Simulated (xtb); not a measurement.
Input for xtb: GFN1-xTB on HCl (SMILES Cl).

```
$ xtb mol.xyz --gfn 1 --sp --chrg 0 --uhf 0
2

Cl    -0.00000000    -0.00000000     0.64100645
H      0.00000000     0.00000000    -0.64100645
```

Output:

```
[...]
           -------------------------------------------------
          |                Calculation Setup                |
           -------------------------------------------------



           -------------------------------------------------
          |                 G F N 1 - x T B                 |
           -------------------------------------------------

        Reference                      10.1021/acs.jctc.7b00118
      * Hamiltonian:
        H0-scaling (s, p, d)           1.850000    2.250000    2.000000
        zeta-weighting                 0.000000
      * Dispersion:
        s8                             2.400000
        a1                             0.630000
        a2                             5.000000
        s9                             0.000000
      * Repulsion:
        kExp                           1.500000
        rExp                           1.000000
      * Coulomb:
        alpha                          2.000000
        third order                    atomic
        anisotropic                    false
      * Halogen bond correction:
        rad-scale                      1.300000
        damping                        0.440000


          ...................................................
          :                      SETUP                      :
          :.................................................:
          :  # basis functions                  12          :
          :  # atomic orbitals                  11          :
          :  # shells                            5          :
          :  # electrons                         8          :
          :  # halogen bonds                     0          :
          :  max. iterations                   250          :
          :  Hamiltonian                  GFN1-xTB          :
          :  restarted?                      false          :
          :  GBSA solvation                  false          :
          :  PC potential                    false          :
          :  electronic temp.          300.0000000     K    :
          :  accuracy                    1.0000000          :
          :  -> integral cutoff          0.2500000E+02      :
          :  -> integral neglect         0.1000000E-07      :
          :  -> SCF convergence          0.1000000E-05 Eh   :
          :  -> wf. convergence          0.2000000E-04 e    :
          :  Broyden damping             0.4000000          :
          :  net charge                          0          :
          :  unpaired electrons                  0          :
          ...................................................

 iter      E             dE          RMSdq      gap      omega  full diag
   1     -4.7963815 -0.479638E+01  0.186E+00    8.23       0.0  T
   2     -4.7964612 -0.797220E-04  0.104E+00    8.14       1.0  T
   3     -4.7964784 -0.171508E-04  0.603E-02    8.04       1.2  T
   4     -4.7964795 -0.114781E-05  0.501E-03    8.05      14.1  T
   5     -4.7964795 -0.109034E-07  0.209E-04    8.05     337.5  T
   6     -4.7964795 -0.205436E-11  0.413E-05    8.05    1713.5  T
   7     -4.7964795 -0.436096E-12  0.158E-09    8.05  100000.0  T

   *** convergence criteria satisfied after 7 iterations ***

         #    Occupation            Energy/Eh            Energy/eV
      -------------------------------------------------------------
         1        2.0000           -0.9180785             -24.9822
         2        2.0000           -0.5670702             -15.4308
         3        2.0000           -0.4797931             -13.0558
         4        2.0000           -0.4797931             -13.0558 (HOMO)
         5                         -0.1839264              -5.0049 (LUMO)
         6                         -0.1004823              -2.7343
         7                         -0.0487404              -1.3263
         8                         -0.0487404              -1.3263
         9                         -0.0487404              -1.3263
       ...                                ...                  ...
        11                          0.3951819              10.7534
      -------------------------------------------------------------
                  HL-Gap            0.2958667 Eh            8.0509 eV
             Fermi-level           -0.3318598 Eh           -9.0304 eV

 SCC (total)                   0 d,  0 h,  0 min,  0.001 sec
 SCC setup                      ...        0 min,  0.000 sec (  4.776%)
 Dispersion                     ...        0 min,  0.000 sec (  2.134%)
 classical contributions        ...        0 min,  0.000 sec (  1.139%)
 integral evaluation            ...        0 min,  0.000 sec ( 22.119%)
 iterations                     ...        0 min,  0.000 sec ( 51.417%)
 molecular gradient             ...        0 min,  0.000 sec ( 12.315%)
 printout                       ...        0 min,  0.000 sec (  5.613%)

         :::::::::::::::::::::::::::::::::::::::::::::::::::::
         ::                     SUMMARY                     ::
         :::::::::::::::::::::::::::::::::::::::::::::::::::::
         :: total energy              -4.786383013981 Eh    ::
         :: gradient norm              0.012853225505 Eh/a0 ::
         :: HOMO-LUMO gap              8.050942612434 eV    ::
         ::.................................................::
         :: SCC energy                -4.796479515324 Eh    ::
         :: -> electrostatic           0.004520784659 Eh    ::
         :: repulsion energy           0.010215315372 Eh    ::
         :: dispersion energy         -0.000118814029 Eh    ::
         :: halogen bond corr.         0.000000000000 Eh    ::
         :: add. restraining           0.000000000000 Eh    ::
         :: total charge              -0.000000000000 e     ::
         :::::::::::::::::::::::::::::::::::::::::::::::::::::

           -------------------------------------------------
          |                Property Printout                |
           -------------------------------------------------

    * Orbital Energies and Occupations

         #    Occupation            Energy/Eh            Energy/eV
      -------------------------------------------------------------
         1        2.0000           -0.9180785             -24.9822
         2        2.0000           -0.5670702             -15.4308
         3        2.0000           -0.4797931             -13.0558
         4        2.0000           -0.4797931             -13.0558 (HOMO)
         5                         -0.1839264              -5.0049 (LUMO)
         6                         -0.1004823              -2.7343
         7                         -0.0487404              -1.3263
         8                         -0.0487404              -1.3263
         9                         -0.0487404              -1.3263
        10                         -0.0487404              -1.3263
        11                          0.3951819              10.7534
      -------------------------------------------------------------
                  HL-Gap            0.2958667 Eh            8.0509 eV
             Fermi-level           -0.3318598 Eh           -9.0304 eV

  Mulliken/CM5 charges         n(s)   n(p)   n(d)
     1Cl   -0.22071 -0.27564   1.928  5.301 -0.008
     2H     0.22071  0.27564   0.779  0.000  0.000

Wiberg/Mayer (AO) data.
largest (>0.10) Wiberg bond orders for each atom

 ---------------------------------------------------------------------------
     #   Z sym  total        # sym  WBO       # sym  WBO       # sym  WBO
 ---------------------------------------------------------------------------
     1  17 Cl   0.959 --     2 H    0.959
     2   1 H    0.959 --     1 Cl   0.959
 ---------------------------------------------------------------------------

Topologies differ in total number of bonds
Note: The following floating-point exceptions are signalling: IEEE_DENORMAL
normal termination of xtb
Writing topology from bond orders to xtbtopo.mol

 dipole moment from electron density (au)
     X       Y       Z
  -0.0000  -0.0000  -0.7204  total (Debye):    1.831


           -------------------------------------------------
          | TOTAL ENERGY               -4.786383013981 Eh   |
          | GRADIENT NORM               0.012853225505 Eh/α |
          | HOMO-LUMO GAP               8.050942612434 eV   |
           -------------------------------------------------

------------------------------------------------------------------------
------------------------------------------------------------------------
 total:
 SCF:
```

The run finished.

Cost: roughly 0.010 core-seconds.
